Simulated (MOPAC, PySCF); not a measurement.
C$_{4}$H$_{12}$S$_{2}$Sn, SMILES `[SH][Sn]([CH2]C)([SH])[CH2]C`, neutral singlet in the gas phase. 

Cartesian coordinates (Å):
```xyz
19

C     -2.7016    -0.6412    -0.5872
C     -2.0069    -0.4885     0.7662
Sn     0.0038     0.3237     0.5883
S      1.0243     0.8068     2.7695
S     -0.2989     2.4397    -0.6257
C      1.4776    -0.8977    -0.4483
C      2.7051    -0.0936    -0.8730
H     -2.1557    -1.3297    -1.2531
H     -2.7885     0.3228    -1.1135
H     -3.7221    -1.0440    -0.4696
H     -1.9099    -1.4528     1.2899
H     -2.5588     0.1902     1.4347
H      0.1383     1.7868     3.0627
H      1.0027     2.7881    -0.5028
H      1.7427    -1.7202     0.2356
H      0.9630    -1.3430    -1.3148
H      3.4345    -0.7254    -1.4077
H      3.2227     0.3450    -0.0046
H      2.4276     0.7331    -1.5467
```
Charge 0, spin multiplicity 1.

All levels are single points at this geometry (B3LYP-D3(BJ)/def2-SVP); Pople sets use spherical d functions. Orbital energies aren't observables, and empty levels follow the basis.

| level | HOMO (eV) | LUMO (eV) | gap (eV) | dipole (D) | vertical IE, Delta-SCF (eV) |
|---|---|---|---|---|---|
| PBE-D3(BJ)/def2-TZVP in PySCF | -5.74 | -1.59 | 4.15 | 2.14 | 8.13 |
| TPSSh-D3(BJ)/def2-TZVP in PySCF | -6.30 | -1.11 | 5.18 | 2.19 | 8.35 |
| B3LYP/6-311+G** (LANL2DZ on Sn) in PySCF | -6.79 | -1.03 | 5.76 | 2.26 | – |
| B3LYP/6-31G* (LANL2DZ on Sn) in PySCF | -6.68 | -0.71 | 5.97 | 2.32 | 8.56 |
| B3LYP/LANL2DZ in PySCF | -6.79 | -0.86 | 5.93 | 2.52 | – |
| BP86/6-31G* (LANL2DZ on Sn) in PySCF | -5.82 | -1.46 | 4.36 | 2.28 | – |
| M06-2X/6-31G* (LANL2DZ on Sn) in PySCF | -8.11 | 0.17 | 8.28 | 2.35 | – |
| PBE/6-31G* (LANL2DZ on Sn) in PySCF | -5.72 | -1.37 | 4.36 | 2.26 | – |
| SVWN5/6-31G* (LANL2DZ on Sn) in PySCF | -5.81 | -1.47 | 4.35 | 2.23 | – |
| AM1 in MOPAC | -9.28 | -2.35 | 6.93 | 2.94 | – |
| PM3 in MOPAC | -9.61 | -2.36 | 7.26 | 1.73 | – |
| PM6 in MOPAC | -9.30 | -0.95 | 8.34 | 2.40 | – |
| PM7 in MOPAC | -9.10 | -0.82 | 8.29 | 2.21 | – |
